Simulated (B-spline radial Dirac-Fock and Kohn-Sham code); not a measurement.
**Two-hole binding energies of Eu⁴⁺**

System: Eu⁴⁺ in the configuration [Xe] 4f5.

These are calculated numbers from a radial atomic solver; the model is Dirac-Fock ΔSCF + Breit + QED. U is the two-hole binding energy less the two single-hole energies, the effective repulsion of the holes after relaxation. Each two-hole energy is an average over J within one jj subconfiguration.

| holes | E(a) (eV) | E(b) (eV) | E(ab) (eV) | U (eV) |
| --- | --- | --- | --- | --- |
| 1s⁻² | 48577.8 | 48577.8 | 98255.9 | 1100.3 |
| 1s⁻¹ 3p3/2⁻¹ | 48577.8 | 1548.6 | 50215.2 | 88.7 |
| 2p1/2⁻² | 7679.7 | 7679.7 | 15587.7 | 228.4 |
| 2s⁻¹ 2p3/2⁻¹ | 8120.1 | 7039.4 | 15322.7 | 163.2 |
| 2p3/2⁻² | 7039.4 | 7039.4 | 14275.2 | 196.4 |
| 2s⁻¹ 3p1/2⁻¹ | 8120.1 | 1681.4 | ? | ? |
| 2p1/2⁻¹ 3d3/2⁻¹ | 7679.7 | 1225.0 | 8986.1 | 81.5 |
| 2p1/2⁻¹ 3d5/2⁻¹ | 7679.7 | 1196.9 | 8960.1 | 83.5 |
| 2p3/2⁻¹ 3p1/2⁻¹ | 7039.4 | 1681.4 | 8801.8 | 81.0 |
| 2p3/2⁻¹ 3d3/2⁻¹ | 7039.4 | 1225.0 | 8349.2 | 84.8 |
| 4d3/2⁻¹ 4d5/2⁻¹ | 205.3 | 200.0 | 431.3 | 25.9 |
| 4d5/2⁻² | 200.0 | 200.0 | 425.6 | 25.5 |
| 5p1/2⁻¹ 5p3/2⁻¹ | 75.19 | 70.47 | 160.1 | 14.4 |
| 5p3/2⁻² | 70.47 | 70.47 | 155.4 | 14.4 |

Q: Give the missing two-hole energy and U.

A: E(ab) = 9880.2 eV and U = 78.7 eV.

Run: 35 s of CPU time on 1 thread of Intel(R) Xeon(R) 6975P-C (shared host), peak memory 0.54 GiB.
